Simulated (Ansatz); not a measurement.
FH₄NOSSn (`[NH2][Sn]([OH])([F])[SH]`) from Hartree–Fock to CCSD(T)

```xyz
9

N    -0.444    1.572    0.835
Sn    0.058   -0.113   -0.094
O     1.141    0.483   -1.592
F    -1.406   -1.078   -0.893
S     1.014   -1.730    1.353
H    -0.758    2.299    0.205
H    -1.125    1.452    1.572
H     1.320   -0.211   -2.232
H     0.200   -2.674    0.845
```

Total charge 0; spin multiplicity 1. Correlated methods include outer-core shells of Sn, which these sets cover unevenly. Sn takes the def2 core potential. The structure was optimised at the PBE0-D4/def2-TZVP level. It is one conformer, not always the lowest. Frozen core, restricted reference, Ansatz.

```json
{"basis": "def2-SVP", "HF (Eh)": "-841.71791", "MP2 corr.": "-0.79090"}
{"basis": "def2-TZVPP", "HF (Eh)": "-842.17567", "MP2 corr.": "-1.20895"}
{"basis": "def2-QZVPP", "HF (Eh)": "-842.20161", "MP2 corr.": "-1.49976"}
```

Estimate the CCSD correlation energy and the (T) correction in each basis where they were run (hartree).


| basis | CCSD corr. | (T) |
| --- | --- | --- |
| def2-SVP | -0.82401 | -0.01969 |
| def2-TZVPP | -1.22326 | -0.04464 |
